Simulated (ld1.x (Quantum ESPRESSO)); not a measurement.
u(r) = r·R(r): atom against pseudo-atom (phosphorus (P))

Columns: radius, all-electron u(r) and pseudo u(r) of the 3p shell (level -24.24 eV) of phosphorus in the configuration [He] 2s2 2p6 3s2 3p1; PBEsol, scalar-relativistic, PAW scheme, ld1.x (Quantum ESPRESSO) 7.5.

| r (bohr) | all-electron | pseudo |
| --- | --- | --- |
| 0.042 | 0.0428 | 0.0233 |
| 0.085 | 0.1281 | 0.0917 |
| 0.128 | 0.2147 | 0.1946 |
| 0.170 | 0.2833 | 0.3132 |
| 0.212 | 0.3304 | 0.4323 |
| 0.255 | 0.3555 | 0.5373 |
| 0.298 | 0.3594 | 0.6102 |
| 0.340 | 0.3456 | 0.6413 |
| 0.382 | 0.3177 | 0.6297 |
| 0.425 | 0.2777 | 0.5766 |
| 0.467 | 0.2302 | 0.4925 |
| 0.510 | 0.1754 | 0.3847 |
| 0.552 | 0.1178 | 0.2701 |
| 0.595 | 0.0564 | 0.1545 |
| 0.638 | -0.0061 | 0.0486 |
| 0.680 | -0.0670 | -0.0415 |
| 0.722 | -0.1270 | -0.1180 |
| 0.765 | -0.1868 | -0.1850 |
| 0.807 | -0.2431 | -0.2430 |
| 0.850 | -0.2981 | -0.2981 |
| 0.892 | -0.3491 | -0.3491 |
| 0.935 | -0.3982 | -0.3982 |
| 0.977 | -0.4430 | -0.4430 |
| 1.020 | -0.4858 | -0.4858 |
| 1.062 | -0.5243 | -0.5243 |
| 1.105 | -0.5606 | -0.5606 |

Question: How many radial nodes do the two functions have?

Answer: The all-electron 3p function has n − l − 1 = 1; the pseudo-wave has 1, since 1 lower shell of the same l stays in the valence.

Question: At about which radius was the pseudo-wave matched?

Answer: 0.85 bohr, where the columns begin to agree (steps of 0.04 bohr).

Question: Is the pseudo-wave norm-conserving?

Answer: No, it belongs to a PAW set: the norm inside the radius is not constrained, and the difference is carried by the augmentation charge.
